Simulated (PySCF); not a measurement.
## CsBi⁺: frontier orbitals

PBE at R = 4.310 Å; PySCF, scalar-relativistic core potentials, basis sets Cs def2-SVPD with ECP46, Bi def2-SVPD with ECP60. State: ⁴Σ⁻ (quartet), unpaired electrons σ ↑, π ↑↑. Only the outer orbitals are listed, counted within each symmetry, core potentials removing the inner ones.

```
spin  orbital  occ.  ε (eV)  on Cs (%)   main shells (%)
   α       5σ     1  -18.46         64  64 Cs p, 35 Bi s
   α       3π     1  -18.40        100          100 Cs p
   α       3π     1  -18.40        100          100 Cs p
   α       6σ     1  -18.25         35  65 Bi s, 35 Cs p
   α       7σ     1   -8.83          5           95 Bi p
   α       4π     1   -8.52          1           99 Bi p
   α       4π     1   -8.52          1           99 Bi p
   α       8σ     0   -5.32         95           95 Cs s
   α       5π     0   -3.61         87  79 Cs d, 12 Bi d
   α       5π     0   -3.61         87  79 Cs d, 12 Bi d
   β       3π     1  -18.39        100          100 Cs p
   β       3π     1  -18.39        100          100 Cs p
   β       5σ     1  -18.37         99          100 Cs p
   β       6σ     1  -16.75          0          100 Bi s
   β       7σ     0   -7.15         14   86 Bi p, 9 Cs s
   β       4π     0   -6.69          3           97 Bi p
   β       4π     0   -6.69          3           97 Bi p
```

Problem. Which are the highest filled and the lowest empty level, where do they sit, and how wide is the gap?

Solution. Highest filled α 4π at -8.52 eV (in %: 99 Bi p); lowest empty β 7σ at -7.15 eV (in %: 86 Bi p, 9 Cs s); the gap at PBE is 1.37 eV.

```
bond order (Mayer)                                                                                                 : 0.12
⟨S²⟩                                                                                                               : 3.751
charge on Cs (Mulliken, basis-dependent)                                                                           : 0.94
charge on Cs (Löwdin, basis-dependent)                                                                             : 0.81
dipole moment (positive dipole points towards Bi; it is taken about the centre of mass and depends on that origin) : -10.37 D
polarisability along the bond                                                                                      : 89.0 bohr³
polarisability across the bond                                                                                     : 63.5 bohr³
```

These are scalar-relativistic numbers at best; spin–orbit coupling would shift them, the dissociation energy most. The state is the lowest determinant that a PBE0 search found; another state may lie lower at other levels.
